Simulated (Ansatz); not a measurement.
SF, multiplicity 2 (the spin of the measured ground state), most abundant isotopes (18.9984 and 31.9721 u). Constants from fifth-degree fits in 1/R to seven points on the lowest solution found; no spin–orbit coupling, no relativity up to Kr; ω_e x_e and α_e move by some per cent with the fit.

Correlated levels freeze the cores. CBS(a, b) extrapolates the correlation energy as X⁻³ and adds the Hartree–Fock energy of set b.

Programs: Ansatz (Gaussian orbitals). 

| level | r_e (Å) | ω_e (cm⁻¹) | ω_e x_e (cm⁻¹) | α_e (cm⁻¹) |
|---|---|---|---|---|
| PBE/def2-TZVPP | 1.6220 | 805.1 | 4.13 | 0.00434 |
| CCSD(T)/CBS(aug-cc-pV(T+d)Z, aug-cc-pV(Q+d)Z) | 1.5982 | 844.9 | 4.42 | 0.00434 |

D_e from total energies of the atoms and the molecule: 4.11 eV at PBE/def2-TZVPP.

Problem. Derive the rotational constants, the centrifugal constant, the fundamental, the zero-point energy and the force constant, and test the Morse rule for the well depth.

Solution. 
μ = 11.91706 u.
- PBE/def2-TZVPP: B_e = 16.8576/(μ r_e²) = 0.53767 cm⁻¹; B₀ = B_e − α_e/2 = 0.53550 cm⁻¹; D = 4B_e³/ω_e² = 9.59e-07 cm⁻¹; fundamental ω_e − 2ω_e x_e = 797 cm⁻¹; zero-point energy ω_e/2 − ω_e x_e/4 = 402 cm⁻¹; k = μ(2πcω_e)² = 455 N/m; a Morse well would hold ω_e²/(4ω_e x_e) = 4.87 eV against the computed D_e of 4.11 eV
- CCSD(T)/CBS(aug-cc-pV(T+d)Z, aug-cc-pV(Q+d)Z): B_e = 16.8576/(μ r_e²) = 0.55381 cm⁻¹; B₀ = B_e − α_e/2 = 0.55164 cm⁻¹; D = 4B_e³/ω_e² = 9.52e-07 cm⁻¹; fundamental ω_e − 2ω_e x_e = 836 cm⁻¹; zero-point energy ω_e/2 − ω_e x_e/4 = 421 cm⁻¹; k = μ(2πcω_e)² = 501 N/m

Measured for the ground state: r_e 1.5962 Å [Irikura, J. Phys. Chem. Ref. Data 36, 389 (2007)]; ω_e 837.64 cm⁻¹ [Irikura, J. Phys. Chem. Ref. Data 36, 389 (2007)].

Ansatz is an electronic-structure program.
